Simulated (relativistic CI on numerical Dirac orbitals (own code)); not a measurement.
Energy levels of Pd II

These numbers are calculated, not measured: Dirac-Coulomb-Breit CI, orbitals from a KLI potential per configuration, model QED, valence Slater integrals scaled by 0.85, P86 correlation energy added to each configuration (own radial code, finite nucleus).

CI space (outside the closed core [Kr]): 4d⁹, 4d⁸5s, 4d⁸5p, 4d⁷5s², 4d⁸6s, 4d⁸5d, 4d⁸6p, 4d⁷5s5p, 4d⁸7s, 4d⁸4f, 4d⁸6d, 4d⁸7p, 4d⁸5f, 4d⁸5g, 4d⁸7d, 4d⁸6f, 4d⁷5s6s, 4d⁷5p². Levels of other configurations are missing.

The lowest level is 4d⁹ ²D5/2, with 99 % of that term; Hund's rules for 4d⁹ give ²D with J = 5/2, in agreement.

```csv
No.,Configuration,Term,J,E (cm⁻¹),%,Next component (%),Landé g,Lifetime (s)
1,4d⁹,²D,5/2,0.0,99,1 4d⁸5s ²D,1.200,
2,4d⁹,²D,3/2,3300.8,99,1 4d⁸5s ²D,0.799,1.72e+00
3,4d⁸5s,⁴F,9/2,25408.0,99,1 ²G,1.333,6.57e+01
4,4d⁸5s,⁴F,7/2,27368.7,94,5 ²F,1.232,1.03e+00
5,4d⁸5s,⁴F,5/2,29098.9,97,1 ²D,1.029,1.91e+00
6,4d⁸5s,⁴F,3/2,30114.3,94,5 ²D,0.420,2.29e+00
7,4d⁸5s,²F,7/2,32968.6,92,6 ⁴F,1.146,3.48e-02
8,4d⁸5s,²F,5/2,35331.8,72,19 ²D,0.981,3.65e-02
9,4d⁸5s,⁴P,5/2,37718.8,67,19 ²F,1.401,1.02e-01
10,4d⁸5s,⁴P,3/2,38910.4,51,37 ²D,1.310,6.34e-02
11,4d⁸5s,⁴P,1/2,40290.8,98,1 ²S,2.662,2.61e+00
12,4d⁸5s,⁴P,3/2,40865.5,48,43 ²D,1.273,5.24e-02
13,4d⁸5s,²D,5/2,42107.9,67,24 ⁴P,1.275,3.81e-02
14,4d⁸5s,²G,9/2,45429.7,98,1 ⁴F,1.112,2.44e-02
15,4d⁸5s,²P,3/2,45479.5,84,13 ²D,1.262,9.24e-03
16,4d⁸5s,²G,7/2,45536.2,98,1 ²F,0.891,3.23e-02
17,4d⁸5s,²P,1/2,46009.3,96,2 4d⁷5s² ²P,0.678,8.20e-03
18,4d⁸5p,⁴D°,7/2,63244.1,91,6 ⁴F°,1.412,3.51e-09
19,4d⁸5p,⁴D°,5/2,65767.7,89,5 ⁴F°,1.341,3.27e-09
20,4d⁸5p,⁴G°,9/2,65803.3,45,30 ²G°,1.190,3.22e-09
21,4d⁸5p,⁴G°,11/2,66596.1,99,1 ²H°,1.272,2.60e-09
22,4d⁸5p,⁴D°,3/2,67767.7,93,3 ⁴F°,1.174,3.27e-09
23,4d⁸5p,⁴G°,7/2,67795.9,49,30 ⁴F°,1.081,2.86e-09
24,4d⁸5p,⁴F°,9/2,67824.4,68,27 ²G°,1.267,2.81e-09
25,4d⁸5p,⁴D°,1/2,68802.0,94,5 ²P°,0.029,3.27e-09
26,4d⁸5p,⁴G°,5/2,69320.5,71,18 ⁴F°,0.703,2.88e-09
27,4d⁸5s,²S,1/2,69328.9,97,1 ⁴P,1.998,3.50e-03
28,4d⁸5p,²F°,7/2,69443.9,35,32 ⁴G°,1.111,2.67e-09
29,4d⁸5p,⁴G°,9/2,70244.1,51,42 ²G°,1.157,2.95e-09
30,4d⁸5p,⁴F°,3/2,70698.1,58,35 ²D°,0.604,2.78e-09
```

Energies count from the lowest computed level; ° marks odd parity; lifetimes are radiative, by E1, M1, E2 decay to levels of this space only.

The mean weight of the leading LS term, summed over parents, in these 30 levels is 80 %, and that of the leading jj configuration (from the same eigenvectors) 63 %, so LS coupling describes them better.

Correlation outside the listed configurations is missing or only estimated: errors of thousands of cm⁻¹ between configurations and terms are usual at this charge. Rates and lifetimes follow the computed energies and can be off by large factors. The fine structure of a lone outer electron comes out too small, for d and f at times inverted, and misplaced configurations move strength between like terms. 16 of the 36 excited levels that our extract of the measured tables holds in this range could be paired (the sources list more); they are missed by 996 cm⁻¹ on average and 2380 at most, and levels without a partner can miss by more.

LS names give the leading component of a level, which can be under half, so a name can repeat, a term be missing and a line seem to break the LS rules.
